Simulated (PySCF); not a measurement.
SMILES C#C[SiH2][SiH2]c1ccco1 (C6H8OSi2) (GFN2-xTB optimised geometry):

```
17

C     -1.112     0.336    -3.925
C     -1.666    -0.158    -2.979
Si    -2.440    -0.920    -1.479
Si    -0.767    -1.620    -0.037
C      0.547    -0.286     0.000
C      1.915    -0.286     0.000
C      2.325     1.066     0.000
C      1.178     1.799    -0.002
O      0.104     0.997    -0.003
H     -0.640     0.772    -4.759
H     -3.287    -2.019    -1.970
H     -3.328     0.107    -0.916
H     -0.076    -2.857    -0.421
H     -1.247    -1.823     1.340
H      2.546    -1.151     0.000
H      3.328     1.441     0.001
H      1.003     2.857    -0.002
```

Level of theory: CAM-B3LYP/def2-SVP (PySCF 2.14.0).

Task: What are the frontier orbital energies and the dipole moment?

Result: HOMO-2 -9.37 eV, HOMO-1 -9.15 eV, HOMO -7.82 eV, LUMO 0.91 eV, LUMO+1 1.12 eV; dipole moment 1.13 D.

Meta-Löwdin charges at CAM-B3LYP/def2-SVP: C1 -0.14, C2 -0.27, Si3 0.41, Si4 0.41, C5 -0.07, C6 -0.15, C7 -0.17, C8 0.06, O9 -0.24, H10 0.16, H11 -0.09, H12 -0.08, H13 -0.09, H14 -0.10, H15 0.12, H16 0.12, H17 0.12.
